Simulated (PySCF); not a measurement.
Ru(OH)3 (H3O3Ru), SMILES [OH][Ru]([OH])[OH] (connectivity only; charge and spin as stated), neutral, multiplicity 4.

Coordinates come from a PBE0-D3(BJ)/def2-SVP optimisation. The multiplicity is an assumed one; other spin states were not compared. The def2 effective core potentials stand for the cores of Ru; spin–orbit coupling is left out. Other conformers were not sampled.

Calculation: M06-2X/def2-TZVPD (PySCF).

Isolated molecule, no solvent.

```
Quantity                                                                                                         Value
---------------------------------------------------------------------------------------------  -----------------------
total energy                                                                                        -322.26321 hartree
point group                                                                                                         Cs
α spin, highest occupied and lowest empty level                                                     -8.86 and -1.68 eV
β spin, highest occupied and lowest empty level                                                     -8.82 and -3.20 eV
dipole moment                                                                                                   1.03 D
quadrupole, principal values (traceless, Buckingham form, about the centre of nuclear charge)    -6.26, 0.85, 5.41 D·Å
mean static polarisability                                                                        52.1 bohr³ (7.72 Å³)
polarisability, principal values                                                                36.7, 52.0, 67.6 bohr³
⟨S²⟩                                                                                           3.767 (pure state 3.75)
```
